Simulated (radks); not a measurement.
Question: The mean radii <r> (bohr) of the occupied orbitals of an atom or ion are listed with their occupations. Method: Dirac Kohn-Sham, AM05, spin-unpolarised, spherical densities, finite nucleus; Fermi nuclear charge, rms radius of each element as measured or else 0.836 A^(1/3) + 0.57 fm; computed with a radial shooting solver on a logarithmic mesh with Libxc functionals.

orbital  occ.      <r>
1s1/2       2  0.03919
2s1/2       2   0.1723
2p1/2       2   0.1475
2p3/2       4   0.1516
3s1/2       2   0.4890
3p1/2       2   0.4866
3p3/2       4   0.4966
3d3/2       4   0.4829
3d5/2       6   0.4862

Name the element and its charge. Open shells, if any, are shared by 2j + 1.

Answer: Z = 38, strontium, charge +10: Sr10+ in [Ar] 3d10. The 1s radius gives Z: for a bare nucleus <r> = (2 gamma + 1)/(2Z) with gamma = sqrt(1 - (Z/c)^2), 0.03844 bohr for Z = 38, and screening makes it slightly larger (0.03919 here). The occupations add up to 28, and the charge is Z minus that.
